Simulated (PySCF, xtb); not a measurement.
C4H6BF, SMILES C#CB(F)CC.

The structure is a stationary point at PBE-D3(BJ)/def2-SVP. The structure was generated by enumeration, and PubChem lists no compound with its InChIKey, so it may never have been made. One conformer was computed; it need not be the lowest.

Level of theory: C-PCM-M06-2X/def2-SVP (PySCF).

The values are the electrostatic part of the solvation free energy, E(continuum) − E(gas) at the gas-phase geometry, in a cavity of scaled van der Waals radii (PySCF's table); cavitation and dispersion terms are not included. In vacuum the orbital gap is 9.00 eV. The dipole moment in vacuum is 1.57 D.

| solvent | ε | ΔG(elec) (kcal/mol) | dipole (D) | gap (eV) |
|---|---|---|---|---|
| water | 78.36 | -3.6 | 1.86 | 9.06 |
| diethylether | 4.24 | -2.7 | 1.79 | 9.05 |
| chlorobenzene | 5.70 | -3.0 | 1.81 | 9.05 |

For comparison, GFN2-xTB/ALPB(water) (xtb, at the GFN2-xTB geometry, all terms of that model) gives -1.8 kcal/mol.
